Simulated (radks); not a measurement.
Values are calculated unless marked as measured or tabulated.
Problem. All-electron atom: the neon ion Ne3+ in [He] 2s2 2p3. Level of theory: Dirac Kohn-Sham, PBE, spin-unpolarised, spherical densities, finite nucleus; open shells are shared between the two j in proportion to 2j + 1; Fermi nuclear charge, rms radius 3.0055 fm (a radial shooting solver on a logarithmic mesh with Libxc functionals). Some entries of the table are withheld. Estimate them.

| orbital | occ. | eigenvalue (hartree) | <r^2> (bohr^2) | <1/r> (bohr^-1) |
|---|---|---|---|---|
| 1s1/2 | 2 | -33.60831 | 0.03356 | (1) |
| 2s1/2 | 2 | -3.79776 | 0.7515 | 1.834 |
| 2p1/2 | 1 | -2.96377 | 0.7078 | (2) |
| 2p3/2 | 2 | -2.95809 | 0.7102 | (3) |

Solution. 
(1) 1s1/2 <1/r> (bohr^-1): 9.635
(2) 2p1/2 <1/r> (bohr^-1): 1.736
(3) 2p3/2 <1/r> (bohr^-1): 1.731
